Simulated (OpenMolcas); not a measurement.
Levels of P⁴⁺ by method

```
Program             : OpenMolcas 26.06
Basis               : ANO-RCC-VQZP [6s5p3d2f1g]
Scalar Hamiltonian  : DKH2, point nucleus
Active space        : 1 electron in 4 orbitals (3s 3p)
State averaging     : 2S+1 = 2 even, 1 root; 2S+1 = 2 odd, 3 roots
Spin-orbit coupling : RASSI with atomic mean-field integrals over the reference wave functions, term energies averaged over their components
```

Methods on the same reference wave functions:
A. CASSCF
B. SS-CASPT2, IPEA 0.25 Eh, imaginary shift 0.1 Eh (closed shells correlated: 2s 2p)

Energies in eV above 3s 2S 1/2, the measured ground level; measured values from Martin, Zalubas and Musgrove, J. Phys. Chem. Ref. Data 14, 751 (1985).

```
     Level        A       B  Measured
 3s 2S 1/2   0.0000  0.0000    0.0000
3p 2P* 1/2  10.9454  11.000   10.9914
3p 2P* 3/2  11.0290  11.084   11.0900
```

Deviations, from unrounded energies. A percentage is the sum of absolute deviations over the sum of measured energies, with the sign that they share, or ± where signs differ.

| Against measurement | Levels | A | B |
| --- | --- | --- | --- |
| mean absolute deviation (cm-1) | 2 | 430 | 61 |
| other configurations (%) | 2 | -0.5 | ±0.1 |

B lies closest to measurement on these levels. The largest miss of B in the table is 3p 2P* 1/2, by +71 cm-1. The ranking rests on the paired levels alone, and a cruder setting can come out closer through cancelling errors.

The lowest spin-free term lies below A's lowest term by 0.038 hartree in B.

With one active electron the reference holds no correlation, so core polarisation is missing (holds for A). With one active electron, CASPT2 adds the correlation within the correlated inactive shells and between them and that electron, and leaves the splitting within a term as the reference gives it (holds for B). Computed and measured levels are paired by configuration, term and J; levels that our copy of the source lacks, or whose pairing is in doubt (as where it misses far off the trend of its configuration), stay unpaired and out of the deviations. Only configurations of the active space appear.

* marks odd parity.
